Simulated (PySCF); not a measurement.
Species: TMS, C₄H₁₂Si.
Bonds: C1–Si2, Si2–C3, Si2–C4, Si2–C5. Hydrogens: H6, H7, H8 on C1; H9, H10, H11 on C3; H12, H13, H14 on C4; H15, H16, H17 on C5.

The same species was optimised twice, with GFN2-xTB and with PBE0-D3(BJ)/def2-SVP (PySCF), and the same property calculations (PySCF, gas phase) were run on both structures.

```
    coordinate  GFN2-xTB  PBE0-D3(BJ)/def2-SVP  change
    Si2–C5 (Å)     1.909                 1.884  -0.025
    Si2–C3 (Å)     1.909                 1.884  -0.025
    C1–Si2 (Å)     1.909                 1.884  -0.025
    Si2–C4 (Å)     1.909                 1.885  -0.024
    C5–H16 (Å)     1.086                 1.102  +0.016
    C3–H10 (Å)     1.086                 1.102  +0.016
     C1–H6 (Å)     1.086                 1.102  +0.016
    C3–H11 (Å)     1.086                 1.102  +0.016
    C4–H12 (Å)     1.086                 1.102  +0.016
    C5–H17 (Å)     1.086                 1.102  +0.016
     C3–H9 (Å)     1.086                 1.102  +0.016
    C4–H14 (Å)     1.086                 1.102  +0.016
    C5–H15 (Å)     1.086                 1.102  +0.016
     C1–H8 (Å)     1.086                 1.102  +0.016
    C4–H13 (Å)     1.086                 1.102  +0.016
     C1–H7 (Å)     1.086                 1.102  +0.016
H12–C4–H14 (°)     107.4                 107.8    +0.4
Si2–C4–H14 (°)     111.3                 111.0    -0.3
Si2–C5–H16 (°)     111.4                 111.1    -0.3
H15–C5–H17 (°)     107.5                 107.8    +0.3
H12–C4–H13 (°)     107.5                 107.8    +0.3
 Si2–C1–H6 (°)     111.4                 111.1    -0.3
  H6–C1–H8 (°)     107.5                 107.8    +0.3
Si2–C3–H10 (°)     111.4                 111.1    -0.3
```

Rotational constants: A = 3017, B = 3012, C = 3011 MHz (GFN2-xTB) against A = 3081, B = 3079, C = 3078 MHz (PBE0-D3(BJ)/def2-SVP). Point groups within 0.08 Å: Td and Td.

On the GFN2-xTB structure: HOMO (eV) -8.36 [PBE0/pcSseg-1]; LUMO (eV) 1.16 [PBE0/pcSseg-1]; GIAO shielding of C1/C3/C4/C5 (mean) (ppm) 186.9 [PBE0/pcSseg-1]; GIAO shielding of Si2 (ppm) 349.2 [PBE0/pcSseg-1].

Problem. What do these properties become on the PBE0-D3(BJ)/def2-SVP structure?

Solution. 
```
                                    property          level  on GFN2-xTB  on PBE0-D3(BJ)/def2-SVP  change
                                   HOMO (eV)  PBE0/pcSseg-1        -8.36                    -8.36    0.00
                                   LUMO (eV)  PBE0/pcSseg-1         1.16                     1.09   -0.07
energy, GFN2-xTB geometry as zero (kcal/mol)  PBE0/pcSseg-1          0.0                     -1.1    -1.1
  GIAO shielding of C1/C3/C4/C5 (mean) (ppm)  PBE0/pcSseg-1        186.9                    184.4    -2.5
                 GIAO shielding of Si2 (ppm)  PBE0/pcSseg-1        349.2                    352.0    +2.8
```

The heavy atoms differ by 0.022 Å rms after alignment. Among all bonds C1–Si2, Si2–C3, Si2–C4 and Si2–C5 change most and about equally (-0.025 to -0.024 Å). Changes are differences of the printed values. Neither structure is proved a minimum here.
